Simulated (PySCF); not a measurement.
**Nonlinear optical response: SMILES CC1=CC=C(C(C)=O)C=C1, C₉H₁₀O**

Molfile (atoms numbered from 1):
```
C9H10O
     RDKit          3D

 20 20  0  0  0  0  0  0  0  0999 V2000
    3.4458    0.4728   -0.3929 C   0  0  0  0  0  0  0  0  0  0  0  0
    2.4826   -0.6096    0.0297 C   0  0  0  0  0  0  0  0  0  0  0  0
    2.8852   -1.6755    0.4432 O   0  0  0  0  0  0  0  0  0  0  0  0
    1.0160   -0.3376   -0.0741 C   0  0  0  0  0  0  0  0  0  0  0  0
    0.1266   -1.3469    0.3159 C   0  0  0  0  0  0  0  0  0  0  0  0
   -1.2451   -1.1495    0.2437 C   0  0  0  0  0  0  0  0  0  0  0  0
   -1.7764    0.0617   -0.2221 C   0  0  0  0  0  0  0  0  0  0  0  0
   -3.2585    0.2627   -0.3311 C   0  0  0  0  0  0  0  0  0  0  0  0
   -0.8833    1.0686   -0.6071 C   0  0  0  0  0  0  0  0  0  0  0  0
    0.4927    0.8753   -0.5369 C   0  0  0  0  0  0  0  0  0  0  0  0
    3.2990    1.3849    0.2061 H   0  0  0  0  0  0  0  0  0  0  0  0
    3.2915    0.7460   -1.4482 H   0  0  0  0  0  0  0  0  0  0  0  0
    4.4699    0.1063   -0.2556 H   0  0  0  0  0  0  0  0  0  0  0  0
    0.5494   -2.2861    0.6790 H   0  0  0  0  0  0  0  0  0  0  0  0
   -1.9244   -1.9475    0.5562 H   0  0  0  0  0  0  0  0  0  0  0  0
   -3.5335    1.3205   -0.2106 H   0  0  0  0  0  0  0  0  0  0  0  0
   -3.6231   -0.0595   -1.3211 H   0  0  0  0  0  0  0  0  0  0  0  0
   -3.8020   -0.3245    0.4229 H   0  0  0  0  0  0  0  0  0  0  0  0
   -1.2752    2.0238   -0.9669 H   0  0  0  0  0  0  0  0  0  0  0  0
    1.1590    1.6840   -0.8442 H   0  0  0  0  0  0  0  0  0  0  0  0
  1  2  1  0
  2  3  2  0
  2  4  1  0
  4  5  1  0
  5  6  2  0
  6  7  1  0
  7  8  1  0
  7  9  2  0
  9 10  1  0
 10  4  2  0
  1 11  1  0
  1 12  1  0
  1 13  1  0
  5 14  1  0
  6 15  1  0
  8 16  1  0
  8 17  1  0
  8 18  1  0
  9 19  1  0
 10 20  1  0
M  END
```

Computed with quadratic response CAM-B3LYP/aug-cc-pVDZ first hyperpolarisability, Taylor convention, gas phase (PySCF 2.14.0). Geometry: PBE0-D3(BJ)/def2-SVP.

Question: Give β for the processes computed.

Answer: In 10⁻³⁰ esu, Taylor convention; the vector part is βᵢ = ⅓ Σⱼ (βᵢⱼⱼ + βⱼᵢⱼ + βⱼⱼᵢ); β∥ is 3/5 of the vector part along the dipole, the dipole points from − to +:
| process | λ (nm) | β vector norm | β∥ | β HRS | depolarisation ratio |
| --- | --- | --- | --- | --- | --- |
| static β(0;0,0) | ∞ | 3.72 | 1.32 | 1.72 | 3.71 |
| second harmonic β(−2ω;ω,ω) | 1907 | 4.11 | 1.49 | 1.88 | 3.80 |
| Pockels β(−ω;ω,0) | 1907 | 3.84 | 1.37 | – | – |
| second harmonic β(−2ω;ω,ω) | 1064 | 5.20 | 1.95 | 2.34 | 4.00 |
| Pockels β(−ω;ω,0) | 1064 | 4.14 | 1.50 | – | – |

Question: Which lowest excitations, dipole and polarisabilities go with it?

Answer: S1 4.02 eV (f = 0.000); S2 5.01 eV (f = 0.014); S3 5.24 eV (f = 0.305); dipole 3.58 D; isotropic α 112.2 au static, 112.7 au at 1907 nm, 113.8 au at 1064 nm, 114.2 au at 953.5 nm, 119.0 au at 532 nm.
